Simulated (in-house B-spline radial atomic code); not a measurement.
The outermost shell (largest non-relativistic mean radius) with and without relativity; Dirac values are averaged over j. Computed with a B-spline radial code for spherical atoms: non-relativistic Hartree-Fock and Dirac-Hartree-Fock, averages of the configuration (point nuclei without relativity, finite nuclei with it).

| ion | configuration | outermost shell | radius non-relativistic (bohr) | radius Dirac (bohr) | radius change (%) | level non-relativistic (eV) | level Dirac (eV) | spin-orbit splitting (eV) |
| --- | --- | --- | --- | --- | --- | --- | --- | --- |
| Br6+ | [Ar] 3d10 4s1 | 4s | 1.4691 | 1.4474 | -1.477 | -100.381 | -101.89 | - |
| Kr6+ | [Ar] 3d10 4s2 | ? | ? | ? | ? | ? | ? | ? |
| Rb6+ | [Ar] 3d10 4s2 4p1 | 4p | 1.4449 | 1.4366 | -0.57217 | -97.123 | -97.519 | 1.3216 |
| Sr6+ | [Ar] 3d10 4s2 4p2 | 4p | 1.3788 | 1.3705 | -0.60336 | -102.655 | -103.1 | 1.5791 |
| Zr6+ | [Ar] 3d10 4s2 4p4 | ? | ? | ? | ? | ? | ? | ? |
| Nb6+ | [Ar] 3d10 4s2 4p5 | 4p | 1.2136 | 1.205 | -0.70866 | -119.689 | -120.3 | 2.5718 |
| Mo6+ | [Ar] 3d10 4s2 4p6 | 4p | 1.1679 | 1.1591 | -0.74708 | -125.514 | -126.19 | 2.9866 |
| Tc6+ | [Kr] 4d1 | 4d | 1.3187 | 1.3268 | 0.6097 | -88.965 | -88.151 | 0.42471 |
| Ru6+ | [Kr] 4d2 | 4d | 1.2602 | 1.2676 | 0.58844 | -93.174 | -92.319 | 0.50733 |
| Rh6+ | [Kr] 4d3 | 4d | 1.2071 | 1.214 | 0.56914 | -97.359 | -96.459 | 0.60024 |
| Pd6+ | [Kr] 4d4 | ? | ? | ? | ? | ? | ? | ? |
| Ag6+ | [Kr] 4d5 | 4d | 1.1146 | 1.1206 | 0.53477 | -105.678 | -104.68 | 0.82012 |

Q: Fill in the row of Kr6+.

A: outermost shell: 4s; radius non-relativistic (bohr): 1.4053; radius Dirac (bohr): 1.3837; radius change (%): -1.5329; level non-relativistic (eV): -105.582; level Dirac (eV): -107.23.

Q: Fill in the row of Zr6+.

A: outermost shell: 4p; radius non-relativistic (bohr): 1.2639; radius Dirac (bohr): 1.2555; radius change (%): -0.67178; level non-relativistic (eV): -113.937; level Dirac (eV): -114.49; spin-orbit splitting (eV): 2.2012.

Q: Fill in the row of Pd6+.

A: outermost shell: 4d; radius non-relativistic (bohr): 1.1588; radius Dirac (bohr): 1.1652; radius change (%): 0.55137; level non-relativistic (eV): -101.526; level Dirac (eV): -100.58; spin-orbit splitting (eV): 0.70423.

Q: Which member changes most?

A: Krypton (Kr6+): its 4s shell contracts by 1.5 %.
